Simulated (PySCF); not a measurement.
Ga(Cl)2(NH3) (Cl₂GaH₃N), SMILES [NH3]->[Ga]([Cl])[Cl] (connectivity only; charge and spin as stated), neutral, multiplicity 2. Geometry optimised at PBE0-D3(BJ)/def2-SVP. The multiplicity is an assumed one; no other spin state was optimised. The isomer is the one that the SMILES or the coordinates give; other isomers of the formula were not compared.

The numbers are results of PBE0-D3(BJ)/def2-SVP (PySCF), not measurements.

Harmonic wavenumbers (cm⁻¹): 111, 112, 124, 147, 335, 361, 385, 600, 600, 1163, 1602, 1621, 3476, 3611, 3635. Rotational constants (GHz): 3.686, 1.774, 1.469; symmetry number 1.

**Question.** Work out the zero-point energy and the ideal-gas rigid-rotor harmonic-oscillator thermochemistry at 298.15 K and 1 atm.

**Answer.** ZPE = ½ Σ hcν = ½ × 17883 cm⁻¹ = 25.56 kcal/mol. H − E(el) = 30.55 kcal/mol. Entropy in cal/(mol K): translation 41.07, rotation 27.91, vibration 16.56, spin 1.38, total 86.91. G − E(el) = 4.63 kcal/mol. Cp = 22.72 cal/(mol K). Modes under 150 cm⁻¹ make the vibrational entropy uncertain.
